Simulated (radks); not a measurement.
Charge is removed step by step from the 5s1/2 level of neutral ruthenium, starting from [Kr] 4d7 5s1. Method: Dirac Kohn-Sham, PBE, spin-unpolarised, spherical densities, finite nucleus; open shells fill j = l - 1/2 first; Fermi nuclear charge, rms radius 4.4809 fm; computed with a radial shooting solver on a logarithmic mesh with Libxc functionals.

| removed (e) | E - E(0) (eV) | eigenvalue (eV) | E minus straight line (eV) |
|---|---|---|---|
| 0 | 0.000 | -4.230 | 0.000 |
| 0.25 | 1.241 | -5.706 | -0.580 |
| 0.5 | 2.858 | -7.244 | -0.782 |
| 0.75 | 4.867 | -8.838 | -0.593 |
| 1 | 7.281 | -10.480 | 0.000 |

Removing the whole electron costs 7.281 eV by Delta-SCF, against 4.230 eV from minus the eigenvalue at the starting occupation. Slater's transition state (half an electron removed) gives 7.244 eV. Integrating minus the eigenvalue over the occupation (Janak's theorem) gives 7.281 eV. The mean slope of the eigenvalue, de/dn, is 6.25 eV per electron. Ionisation energy of Ru in the NIST Atomic Spectra Database: 7.361 eV (measured).

Beside tabulated values, note that spin-unpolarised runs miss the spin-polarisation part of the exchange energy of open shells.
